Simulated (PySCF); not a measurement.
Electron correlation in Sr¹³⁺ (strontium, charge +13)

Starting occupation: [Ar] 3d7, 3d3/2 with m_j = -3/2, -1/2, +1/2, +3/2, 3d5/2 with m_j = +1/2, +3/2, +5/2. All numbers are calculated (PySCF 2.14, X2C-1e with screened-nucleus spin-orbit coupling, Gaussian nucleus, in an even-tempered Gaussian basis (17 s from 1 bohr⁻², ratio 2.8; 13 p from 1.3 bohr⁻², ratio 2.8; 8 d from 1.3 bohr⁻², ratio 2.8; 4 f from 6.4 bohr⁻², ratio 3)). Frozen: [Ne]; 15 electrons correlated; the 76 highest virtual spinors left out.

MP2 pair energies summed by pair of shells (mhartree):

```csv
pair,energy,share (%)
3d-3p,-206.50,40.7
3d-3d,-164.47,32.4
3p-3p,-64.62,12.7
3d-3s,-36.09,7.1
3p-3s,-30.78,6.1
3s-3s,-4.44,0.9
```

Total MP2 correlation energy: -506.90 mhartree.

The GHF reference relaxed away from the jj start to a determinant that is no pure jj level (⟨S²⟩ = 3.63, ⟨J²⟩ = 24.75); the energies belong to that determinant.

At this charge the one-electron X2C treatment keeps the bare 1/r₁₂, with no two-electron picture change or Breit term. The effect here is smaller than on the frozen 1s shell.
